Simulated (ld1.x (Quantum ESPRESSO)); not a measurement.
Logarithmic derivatives: potassium, TM

* Element: potassium
* Generator: ld1.x (Quantum ESPRESSO) 7.5
* Type: norm-conserving Troullier–Martins (Kleinman–Bylander form)
* Functional: PBE
* Relativity: scalar-relativistic
* Frozen core: [Ne]
* Valence charge: 9
* Reference configuration: 3s2 3p6 4s1 4p0
* Partial waves: 3s (bound): rc 1.30 bohr; 3p (bound): rc 1.30 bohr; 3d channel at 0.3 Ry: rc 1.35 bohr
* Local potential: all-electron potential smoothed inside 1.00 bohr (lloc = -2)
* Core correction: none

Occupied shells without a wave of their own: 4s. They enter only through the test configuration that unscreens the potential.

The phase is arctan(r·u′/u) with u = r·R(r), unwrapped; energies in Ry, scanned from -5 to 5 Ry. A pole is an energy at which the radial function vanishes at the test radius. The pseudo phase is shifted by a multiple of π to meet the all-electron one at the reference energy, and phase errors are pseudo minus all-electron; the curves can meet again beyond the range given. Levels narrower than the energy grid can be missing from the lists of poles.

```json
{"channel": "s", "radius (bohr)": "1.49", "reference energy (Ry)": "-2.60", "poles, all-electron": "0.76", "poles, pseudo": "0.61", "unbroken range about the reference energy with phases within 0.05 rad": "below 3.7", "phase error 1 Ry above the reference energy (rad)": "-0.002"}
{"channel": "p", "radius (bohr)": "1.49", "reference energy (Ry)": "-1.38", "poles, all-electron": "2.34", "poles, pseudo": "2.25", "unbroken range about the reference energy with phases within 0.05 rad": "the whole range", "phase error 1 Ry above the reference energy (rad)": "-0.001"}
{"channel": "d", "radius (bohr)": "1.49", "reference energy (Ry)": "0.30", "poles, all-electron": "3.97", "poles, pseudo": "4.04", "unbroken range about the reference energy with phases within 0.05 rad": "the whole range", "phase error 1 Ry above the reference energy (rad)": "+0.002"}
```

Phases in the p channel:

```json
{"E (Ry)": "-5.00", "all-electron": "1.126", "pseudo": "1.125"}
{"E (Ry)": "-4.74", "all-electron": "1.100", "pseudo": "1.098"}
{"E (Ry)": "-4.48", "all-electron": "1.069", "pseudo": "1.067"}
{"E (Ry)": "-4.22", "all-electron": "1.033", "pseudo": "1.031"}
{"E (Ry)": "-3.96", "all-electron": "0.989", "pseudo": "0.987"}
{"E (Ry)": "-3.70", "all-electron": "0.935", "pseudo": "0.933"}
{"E (Ry)": "-3.44", "all-electron": "0.868", "pseudo": "0.865"}
{"E (Ry)": "-3.18", "all-electron": "0.783", "pseudo": "0.780"}
{"E (Ry)": "-2.92", "all-electron": "0.672", "pseudo": "0.669"}
{"E (Ry)": "-2.66", "all-electron": "0.526", "pseudo": "0.523"}
{"E (Ry)": "-2.40", "all-electron": "0.336", "pseudo": "0.334"}
{"E (Ry)": "-2.14", "all-electron": "0.097", "pseudo": "0.096"}
{"E (Ry)": "-1.88", "all-electron": "-0.176", "pseudo": "-0.177"}
{"E (Ry)": "-1.62", "all-electron": "-0.449", "pseudo": "-0.449"}
{"E (Ry)": "-1.36", "all-electron": "-0.687", "pseudo": "-0.687"}
{"E (Ry)": "-1.10", "all-electron": "-0.876", "pseudo": "-0.876"}
{"E (Ry)": "-0.84", "all-electron": "-1.021", "pseudo": "-1.022"}
{"E (Ry)": "-0.58", "all-electron": "-1.132", "pseudo": "-1.133"}
{"E (Ry)": "-0.32", "all-electron": "-1.218", "pseudo": "-1.219"}
{"E (Ry)": "-0.06", "all-electron": "-1.286", "pseudo": "-1.287"}
{"E (Ry)": "0.20", "all-electron": "-1.340", "pseudo": "-1.342"}
{"E (Ry)": "0.46", "all-electron": "-1.385", "pseudo": "-1.388"}
{"E (Ry)": "0.72", "all-electron": "-1.423", "pseudo": "-1.426"}
{"E (Ry)": "0.98", "all-electron": "-1.455", "pseudo": "-1.458"}
{"E (Ry)": "1.24", "all-electron": "-1.483", "pseudo": "-1.487"}
{"E (Ry)": "1.50", "all-electron": "-1.507", "pseudo": "-1.512"}
{"E (Ry)": "1.76", "all-electron": "-1.529", "pseudo": "-1.534"}
{"E (Ry)": "2.02", "all-electron": "-1.549", "pseudo": "-1.554"}
{"E (Ry)": "2.28", "all-electron": "-1.567", "pseudo": "-1.573"}
{"E (Ry)": "2.54", "all-electron": "-1.583", "pseudo": "-1.590"}
{"E (Ry)": "2.80", "all-electron": "-1.599", "pseudo": "-1.607"}
{"E (Ry)": "3.06", "all-electron": "-1.613", "pseudo": "-1.622"}
{"E (Ry)": "3.32", "all-electron": "-1.627", "pseudo": "-1.637"}
{"E (Ry)": "3.58", "all-electron": "-1.641", "pseudo": "-1.651"}
{"E (Ry)": "3.84", "all-electron": "-1.653", "pseudo": "-1.665"}
{"E (Ry)": "4.10", "all-electron": "-1.666", "pseudo": "-1.679"}
{"E (Ry)": "4.36", "all-electron": "-1.678", "pseudo": "-1.693"}
{"E (Ry)": "4.62", "all-electron": "-1.691", "pseudo": "-1.707"}
{"E (Ry)": "4.88", "all-electron": "-1.703", "pseudo": "-1.721"}
```
